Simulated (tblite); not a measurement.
Compound: C5H7F3O.
Numbering: `[CH3:1][C@@H:2]1[C@H:3]([F:4])[C@@H:5]1[O:6][CH:7]([F:8])[F:9]` (hydrogens: H10, H11, H12 on C1; H13 on C2; H14 on C3; H15 on C5; H16 on C7)

Computed with GFN2-xTB (tblite), gas phase: L-BFGS steps from a force-field or distance-geometry start until the largest atomic force falls under 0.01 eV/Å.

Step 26: E = -884.7952 eV
```
atom  x, y, z in Å  |  force x, y, z in eV/Å
C1     -1.5472   -0.7963   -0.2603    0.023  -0.002   0.016
C2     -1.0078    0.4211    0.4477    0.006   0.003  -0.011
C3     -0.6228    1.6070   -0.3911    0.004   0.018   0.013
F4     -0.7381    1.4866   -1.7355   -0.003   0.036   0.004
C5      0.4487    0.8116    0.2989   -0.034   0.031   0.005
O6      1.3011    0.0564   -0.5241   -0.005   0.016   0.084
C7      1.9080   -0.9706    0.1076    0.025  -0.028   0.027
F8      2.7801   -0.5277    1.0592   -0.026   0.008  -0.022
F9      2.6404   -1.6347   -0.7884   -0.007  -0.057  -0.007
H10    -2.6044   -0.6520   -0.4739    0.010  -0.034  -0.016
H11    -1.0197   -0.9436   -1.1992   -0.011  -0.036   0.002
H12    -1.4347   -1.6811    0.3620   -0.018  -0.034  -0.011
H13    -1.4646    0.6220    1.4094    0.024   0.050  -0.018
H14    -0.8292    2.6270   -0.0903    0.009  -0.003   0.036
H15     0.9564    1.2649    1.1478   -0.022  -0.004  -0.059
H16     1.2262   -1.6816    0.6189    0.025   0.036  -0.043
```

Step 27: E = -884.7959 eV
```
atom  x, y, z in Å  |  force x, y, z in eV/Å
C1     -1.5419   -0.7989   -0.2615    0.018   0.013   0.030
C2     -1.0055    0.4199    0.4483   -0.008   0.020  -0.010
C3     -0.6254    1.6080   -0.3894    0.023   0.017  -0.005
F4     -0.7383    1.4878   -1.7338   -0.009   0.035  -0.009
C5      0.4495    0.8167    0.3002   -0.037  -0.003   0.014
O6      1.3023    0.0598   -0.5205   -0.002   0.031   0.040
C7      1.9046   -0.9718    0.1084    0.023   0.000   0.005
F8      2.7843   -0.5338    1.0538   -0.015   0.006   0.005
F9      2.6287   -1.6400   -0.7919   -0.019  -0.061   0.001
H10    -2.5984   -0.6530   -0.4799    0.027  -0.036  -0.019
H11    -1.0096   -0.9478   -1.1983   -0.024  -0.034   0.028
H12    -1.4352   -1.6826    0.3640   -0.011  -0.026  -0.025
H13    -1.4637    0.6226    1.4090    0.018   0.032  -0.016
H14    -0.8358    2.6277   -0.0897    0.011  -0.013   0.043
H15     0.9576    1.2711    1.1479   -0.027   0.000  -0.046
H16     1.2191   -1.6766    0.6221    0.029   0.021  -0.035
```

Problem. Estimate the geometry and energy of step 28. (The exact step hangs on the optimiser's Hessian estimate; all steps are aligned on step 27, rigid shifts and turns removed.)

Solution. E = -884.7966 eV, largest force 0.059 eV/Å
```
atom  x, y, z in Å  |  force x, y, z in eV/Å
C1     -1.5367   -0.8009   -0.2620    0.006   0.014   0.031
C2     -1.0037    0.4192    0.4488   -0.021   0.028  -0.009
C3     -0.6274    1.6091   -0.3881    0.028   0.012  -0.020
F4     -0.7388    1.4890   -1.7325   -0.011   0.035  -0.019
C5      0.4495    0.8210    0.3016   -0.024  -0.033   0.012
O6      1.3035    0.0637   -0.5166    0.010   0.031  -0.017
C7      1.9018   -0.9726    0.1088    0.015   0.025  -0.017
F8      2.7879   -0.5393    1.0491    0.003   0.001   0.026
F9      2.6174   -1.6459   -0.7951   -0.029  -0.049   0.012
H10    -2.5923   -0.6547   -0.4860    0.033  -0.033  -0.018
H11    -1.0006   -0.9521   -1.1967   -0.026  -0.029   0.044
H12    -1.4357   -1.6844    0.3653   -0.001  -0.016  -0.028
H13    -1.4624    0.6236    1.4086    0.006   0.017  -0.008
H14    -0.8412    2.6281   -0.0885    0.013  -0.016   0.046
H15     0.9580    1.2765    1.1474   -0.026   0.013  -0.016
H16     1.2130   -1.6713    0.6244    0.022   0.000  -0.019
```

The energy changes by -0.0007 eV. The first-order estimate −F·Δx gives -0.0010 eV and the mean of the old and new forces, exact on a quadratic surface, -0.0007 eV. The step makes an angle of 77° with the force vector and moves no atom by more than 0.013 Å.

The cost below is that of the whole relaxation. Hardware: one thread of an Arm Neoverse V1 (shared host). Cost: 0.3 s.
